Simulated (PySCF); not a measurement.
```xyz
8

C     -1.2467    -0.0707    -0.2146
C     -0.1146     0.1065     0.4720
C      1.1800    -0.0146    -0.1518
S      2.5994     0.1821     0.5988
H     -1.2278    -0.3134    -1.2722
H     -2.2187     0.0205     0.2549
H     -0.1283     0.3493     1.5300
H      1.1567    -0.2597    -1.2170
```

Charge 0, multiplicity 1.

Problem. Give the Mulliken and meta-Löwdin atomic charges from M06-2X/def2-TZVP // PBE0-D3(BJ)/def2-TZVP (PySCF).

Solution. 
```
atom  Mulliken (e)  meta-Löwdin (e)
----  ------------  ---------------
C1           -0.29            -0.20
C2           -0.04            -0.11
C3           -0.09            -0.13
S4           -0.16            -0.07
H5            0.14             0.13
H6            0.15             0.13
H7            0.15             0.13
H8            0.14             0.12
```
